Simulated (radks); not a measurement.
Ionisation ladder of tellurium, from Te XLV to Te LII. Each ion is in the ground configuration listed by NIST, and IE = E(next ion) - E(this ion), with E = 0 for the bare nucleus. Calculated with a radial shooting solver on a logarithmic mesh with Libxc functionals: scalar-relativistic Kohn-Sham, PBEsol, spin-polarised, spherical densities, finite nucleus; open shells are filled with parallel spins first (spin-orbit coupling, left out, can overturn this in heavy ions); Fermi nuclear charge, rms radius 4.7423 fm.

[
 {"species": "Te XLV", "configuration": "[He] 2s2 2p4", "IE, Delta-SCF (eV)": "7547.2", "-e(HOMO) (eV)": "7443.6", "HOMO": "2p down", "IE, NIST (eV)": "7485", "kind": "theory", "error (eV)": "+62.2"},
 {"species": "Te XLVI", "configuration": "[He] 2s2 2p3", "IE, Delta-SCF (eV)": "7839.4", "-e(HOMO) (eV)": "7727.9", "HOMO": "2p up", "IE, NIST (eV)": "7714", "kind": "theory", "error (eV)": "+125.4"},
 {"species": "Te XLVII", "configuration": "[He] 2s2 2p2", "IE, Delta-SCF (eV)": "8065.3", "-e(HOMO) (eV)": "7954.4", "HOMO": "2p up", "IE, NIST (eV)": "8240", "kind": "theory", "error (eV)": "-174.7"},
 {"species": "Te XLVIII", "configuration": "[He] 2s2 2p1", "IE, Delta-SCF (eV)": "8287.3", "-e(HOMO) (eV)": "8179.0", "HOMO": "2p up", "IE, NIST (eV)": "8499", "kind": "theory", "error (eV)": "-211.7"},
 {"species": "Te XLIX", "configuration": "[He] 2s2", "IE, Delta-SCF (eV)": "8833.1", "-e(HOMO) (eV)": "8750.9", "HOMO": "2s", "IE, NIST (eV)": "8821", "kind": "theory", "error (eV)": "+12.1"},
 {"species": "Te L", "configuration": "[He] 2s1", "IE, Delta-SCF (eV)": "9050.7", "-e(HOMO) (eV)": "8967.5", "HOMO": "2s up", "IE, NIST (eV)": "9040.8", "kind": "theory", "error (eV)": "+9.9"},
 {"species": "Te LI", "configuration": "[He]", "IE, Delta-SCF (eV)": "37258", "-e(HOMO) (eV)": "36922", "HOMO": "1s", "IE, NIST (eV)": "37196.5", "kind": "theory", "error (eV)": "+61.8"},
 {"species": "Te LII", "configuration": "1s1", "IE, Delta-SCF (eV)": "38189", "-e(HOMO) (eV)": "37848", "HOMO": "1s up", "IE, NIST (eV)": "38177.7", "kind": "theory", "error (eV)": "+11.3"}
]

Reference values: NIST Atomic Spectra Database (exp. = measured, semi-emp. = semi-empirical, theory = theoretical value adopted there). The ionisation energy per charge of the ion left behind rises most, in proportion, at Te LI ([He]), from 181.01 to 730.56 eV. Open shells are spherical and high-spin; term and fine-structure splittings are not resolved. Spin-orbit splitting is averaged out at the scalar-relativistic level.
